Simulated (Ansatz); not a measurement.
`Cl[SiH2][SiH2][GeH3]` + `NB(O)F` → `OB(F)[NH][GeH3]` + `[SiH3][SiH2]Cl`  (cleavage of the Ge–Si bond)

Program: Ansatz. Geometries: PBE0-D4/def2-TZVP. ΔE: electronic, gas phase. CBS: MP2 limit from def2 TZ/QZ plus the TZ coupled-cluster correction, frozen cores. DFT in def2-TZVPP. B3LYP here is the variant with VWN-RPA as its local correlation; programs differ in this. For Ge outer-core shells are correlated without core-valence functions, which leaves a few kJ/mol of doubt a bond. Scalar relativity is left out up to krypton. One conformer a species, not always the lowest.

`Cl[SiH2][SiH2][GeH3]`:

Z-matrix (Å, degrees):
```
Si
Si 1 2.335
Cl 1 2.066 2 108.0
H 1 1.485 2 113.3 3 119.1
H 1 1.485 2 111.2 3 -117.8
Ge 2 2.380 1 109.3 3 53.1
H 2 1.490 1 109.0 3 173.8
H 2 1.488 1 109.2 3 -67.7
H 6 1.537 2 109.8 1 56.0
H 6 1.535 2 110.1 1 -63.8
H 6 1.538 2 110.5 1 175.8
```

`NB(O)F`:

Cartesian coordinates in Å:
```
N 0.288 -0.875 -0.162
B -0.120 0.462 -0.315
O -0.468 1.308 0.696
F -0.178 0.968 -1.551
H 0.530 -1.437 -0.957
H 0.367 -1.351 0.717
H -0.419 0.925 1.572
```

`OB(F)[NH][GeH3]`:

Cartesian coordinates in Å:
```
O -1.602 0.858 0.276
B -0.621 0.965 -0.668
F -0.756 1.865 -1.659
N 0.512 0.141 -0.597
Ge 0.820 -1.131 0.706
H -2.328 1.468 0.132
H 1.214 0.249 -1.311
H -0.286 -2.196 0.669
H 0.865 -0.463 2.087
H 2.182 -1.756 0.365
```

`[SiH3][SiH2]Cl`:

```xyz
8

Si    1.011   -0.470   -0.458
Si   -0.915    0.375    0.562
Cl   -1.960    1.495   -0.823
H     1.779   -1.284    0.522
H     1.857    0.655   -0.932
H     0.629   -1.324   -1.613
H    -1.812   -0.709    1.035
H    -0.589    1.262    1.707
```

CCSD(T)/CBS gives +10.8 kJ/mol.

**Question.** Another level gave +6.0 kJ/mol. Which?
A. B3LYP/def2-TZVPP
B. PBE0/def2-TZVPP
C. HF/def2-TZVPP
D. CCSD(T)/def2-TZVPP

**Answer.** D. CCSD(T)/def2-TZVPP 6.0, PBE0 21.1, B3LYP 10.3, HF/def2-TZVPP -8.6 kJ/mol.

Largest T1 diagnostic among the species: 0.012.

In def2-TZVPP, CCSD(T) changes the Hartree–Fock value by +14.6 kJ/mol (the triples alone add +1.6 kJ/mol) and MP2 by +13.0 kJ/mol. From PBE to PBE0 (25 % exact exchange), in def2-TZVPP and without D4, ΔE moves by −3.2 kJ/mol.
